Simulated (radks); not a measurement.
Problem. All-electron atom: Cl9+ in [He] 2s(up 1, down 0) 2p5 (not the ground configuration). Calculated with a radial shooting solver on a logarithmic mesh with Libxc functionals: scalar-relativistic Kohn-Sham, PBEsol, spin-polarised, spherical densities, point nucleus; open shells are filled with parallel spins first. Some entries of the table are withheld. Estimate them.

| orbital | occ. | eigenvalue (hartree) | <r> (bohr) | r(max) (bohr) |
|---|---|---|---|---|
| 1s up | 1 | -111.2518 | 0.09089 | 0.05946 |
| 1s down | 1 | -111.0626 | 0.09085 | 0.05947 |
| 2s up | 1 | -18.00544 | 0.4200 | 0.3509 |
| 2s down | 0 | -17.63316 | 0.4225 | 0.3519 |
| 2p up | 3 | -15.98952 | 0.3751 | (1) |
| 2p down | 2 | -15.61342 | 0.3774 | (2) |

Solution. 
(1) 2p up r(max) (bohr): 0.2881
(2) 2p down r(max) (bohr): 0.2884
